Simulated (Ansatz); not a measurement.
`B[SiH](O)[SiH3]` + H₂Te → `O[SiH]([SiH3])[TeH]` + BH₃ at 700 K and 1 bar (cleavage of the Si–B bond).

Computed with Ansatz on PBE0-D4/def2-TZVP structures; ΔE is electronic, products minus reactants. CCSD(T)/CBS adds triple-zeta CCSD(T) − MP2 to the extrapolated MP2 energy (def2 sets, frozen cores). This one scheme is used for every species. def2 core potentials past Kr. For Te outer-core shells are correlated without core-valence functions, which leaves a few kJ/mol of doubt a bond. Each species was taken in one conformer, which may not be the lowest.

```csv
species,CCSD(T)/CBS energy (Eh),H − E (kJ/mol),S (J/(mol·K))
`B[SiH](O)[SiH3]`,-682.33266,266.0,495.7
H₂Te,-268.91024,57.2,261.6
`O[SiH]([SiH3])[TeH]`,-924.72516,231.6,518.4
BH₃,-26.55200,96.5,225.0
```

H − E and S are ideal-gas, rigid-rotor, harmonic terms from PBE0-D4/def2-TZVP, for one conformer and one mirror image of each species. 1 Eh = 2625.50 kJ/mol, R = 8.31446 J/(mol·K).

Problem. By hand: ΔE, ΔH, ΔS and ΔG.

Solution. ΔE = (-924.72516) + (-26.55200) − (-682.33266) − (-268.91024) = -0.03426 Eh = -89.9 kJ/mol. Δ(H − E) = 231.6 + 96.5 − 266.0 − 57.2 = 4.9, so ΔH = -85.0 kJ/mol. ΔS = 518.4 + 225.0 − 495.7 − 261.6 = -13.9 J/(mol·K). ΔG = -85.0 − 700 × (-13.9)/1000 = -75.3 kJ/mol.

Problem. By hand: the equilibrium constant, and the temperature at which ΔG would vanish if ΔH and ΔS stayed fixed.

Solution. log₁₀ K = −ΔG/(RT ln 10) = 5.6. ΔG = 0 at ΔH/ΔS = 6115 K, far beyond where these terms or the molecules hold.

The number of gas molecules stays the same, so ΔS is small and ΔH decides. A doubt of 5 kJ/mol in ΔE shifts log₁₀ K by 0.4 here. Other conformers and mirror images would add mixing entropy, several J/(mol·K) or more a flexible species. These are equilibria of isolated gas molecules and say nothing of rates. Largest T1 diagnostic: 0.014 (customary marks: 0.02 for closed shells, 0.045 for open ones).
